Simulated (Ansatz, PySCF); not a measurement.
Bond stretch in SMILES [Li][CH3]. The C1–Li5 bond (C1 also carries H, H, H; Li5 carries nothing else) is varied alone, starting from the PBE0/def2-TZVP optimised geometry.

- RKS-PBE = restricted PBE/cc-pVDZ (Ansatz, a quantum-chemistry and plane-wave program)
- UKS-PBE = unrestricted PBE/cc-pVDZ (Ansatz)
- RKS-CAM-B3LYP = PySCF with restricted CAM-B3LYP/cc-pVDZ
- UCCSD(T) = CCSD(T) on UHF/cc-pVDZ, 1 core orbital frozen run with PySCF

Energies relative to the lowest point of each curve near equilibrium, in kJ/mol; the last columns give the difference from UCCSD(T):

| R / Å | RKS-PBE | UKS-PBE | RKS-CAM-B3LYP | UCCSD(T) | RKS-PBE − UCCSD(T) | UKS-PBE − UCCSD(T) | RKS-CAM-B3LYP − UCCSD(T) |
|---|---|---|---|---|---|---|---|
| 1.46 | 184.5 | 184.5 | 182.4 | 193.9 | -9.4 | -9.4 | -11.5 |
| 1.57 | 97.4 | 97.4 | 94.8 | 103.0 | -5.6 | -5.6 | -8.2 |
| 1.67 | 48.5 | 48.5 | 46.1 | 52.3 | -3.8 | -3.8 | -6.2 |
| 1.78 | 17.6 | 17.6 | 15.8 | 20.3 | -2.7 | -2.7 | -4.5 |
| 1.85 | 6.9 | 6.9 | 5.7 | 8.9 | -2.0 | -2.0 | -3.2 |
| 1.89 | 3.2 | 3.2 | 2.4 | 4.7 | -1.6 | -1.6 | -2.4 |
| 1.96 | 0.0 | 0.0 | 0.0 | 0.7 | -0.7 | -0.7 | -0.7 |
| 2.02 | 0.1 | 0.1 | 0.8 | 0.0 | 0.1 | 0.1 | 0.8 |
| 2.06 | 1.3 | 1.3 | 2.6 | 0.7 | 0.6 | 0.6 | 1.9 |
| 2.17 | 8.4 | 8.4 | 11.3 | 6.5 | 1.9 | 1.9 | 4.9 |
| 2.29 | 20.5 | 20.5 | 25.5 | 17.5 | 3.0 | 3.0 | 7.9 |
| 2.41 | 35.4 | 35.4 | 42.6 | 31.8 | 3.6 | 3.6 | 10.8 |
| 2.62 | 64.4 | 64.4 | 76.1 | 62.7 | 1.7 | 1.7 | 13.4 |
| 2.93 | 107.3 | 107.3 | 126.5 | 108.7 | -1.3 | -1.3 | 17.8 |
| 3.28 | 150.1 | 148.0 | 178.7 | 152.2 | -2.1 | -4.2 | 26.5 |
| 3.55 | 177.9 | 171.2 | 214.1 | 178.0 | -0.1 | -6.8 | 36.1 |
| 3.94 | 210.6 | 194.6 | 257.9 | 199.1 | 11.5 | -4.5 | 58.8 |
| 4.37 | 238.1 | 210.8 | 297.6 | 208.0 | 30.1 | 2.8 | 89.6 |
| 4.81 | 259.0 | 220.7 | 330.3 | 211.3 | 47.7 | 9.4 | 119.0 |
| 5.35 | 277.0 | 227.5 | 361.5 | 212.9 | 64.1 | 14.6 | 148.6 |
| 5.87 | 288.7 | 231.0 | 384.3 | 213.5 | 75.2 | 17.5 | 170.8 |
| 6.88 | 301.7 | 234.1 | 414.2 | 214.1 | 87.6 | 20.0 | 200.2 |

RKS-PBE is furthest from UCCSD(T) at 6.88 (87.6 kJ/mol, above); its mean absolute difference over the points is 16.2 kJ/mol.

UKS-PBE is furthest from UCCSD(T) at 6.88 (20.0 kJ/mol, above); its mean absolute difference over the points is 5.4 kJ/mol.

RKS-CAM-B3LYP is furthest from UCCSD(T) at 6.88 (200.2 kJ/mol, above); its mean absolute difference over the points is 42.9 kJ/mol.

The restricted form behind RKS-PBE, RKS-CAM-B3LYP keeps the bonding electrons paired and can't separate into open-shell fragments. The unrestricted determinant behind UKS-PBE is spin-contaminated at 3.28 to 6.88 Å (<S²> up to 1.0, against 0.00 for a pure singlet). At the longest distance RKS-CAM-B3LYP leaves fractional charges on the fragments, a sign of delocalisation error or of the restricted form. The unrestricted determinant behind UCCSD(T) is spin-contaminated at 2.62 to 6.88 Å (<S²> up to 1.0, against 0.00 for a pure singlet).
